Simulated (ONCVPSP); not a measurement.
# carbon: ONCV pseudisation with LDA (Perdew-Zunger), fully relativistic reference atom.

carbon (C), optimised norm-conserving Vanderbilt (ONCV), made with ONCVPSP 4.0.1 (LDA (Perdew-Zunger), fully relativistic). Core [He], reference 2s1.75 2p2.25. Waves: 2s: rc 1.35 bohr, ncon 4, nbas 7, qcut 4.7 1/bohr, 2 projectors, debl 4 Ha; 2p: rc 2.30 bohr, ncon 4, nbas 7, qcut 4.6 1/bohr, 2 projectors, debl 2.1 Ha; d scattering state at 0.19 Ha: rc 2.05 bohr, ncon 4, nbas 7, qcut 4.9 1/bohr, 1 projector. Local part: polynomial inside 1.00 bohr (lpopt 5, dvloc0 1 Ha). Core correction: Teter function, fcfact 5.25, rcfact 1.45.

Open shells are filled in proportion to 2j + 1.

All-electron outer shells of the reference configuration (LDA (Perdew-Zunger), scalar-relativistic, ld1.x):

```json
{"shell": "1s", "level (eV)": "-271.03", "outermost node (bohr)": "–", "outermost maximum (bohr)": "0.18"}
{"shell": "2s", "level (eV)": "-13.76", "outermost node (bohr)": "0.38", "outermost maximum (bohr)": "1.22"}
{"shell": "2p", "level (eV)": "-5.53", "outermost node (bohr)": "–", "outermost maximum (bohr)": "1.19"}
```

Calculated quality:

```
Cutoffs needed             : 26 Ha and 61 Ha (the cutoffs (Ha) at which the residual kinetic energy of the hardest occupied pseudo-wave falls to 1 and 0.1 mHa per electron)
Ghost test                 : no bound ghost flagged; no localised positive-energy state flagged
Largest excitation error   : +1415 meV (all-electron minus pseudo) for 2s1 2p0, out of 4 test configurations
rms error of d²Exc/dni dnj : 10.22 mHa without and 7.93 mHa with the model core
```

Generation and tests took about 2.9 s on one core of a shared server CPU.
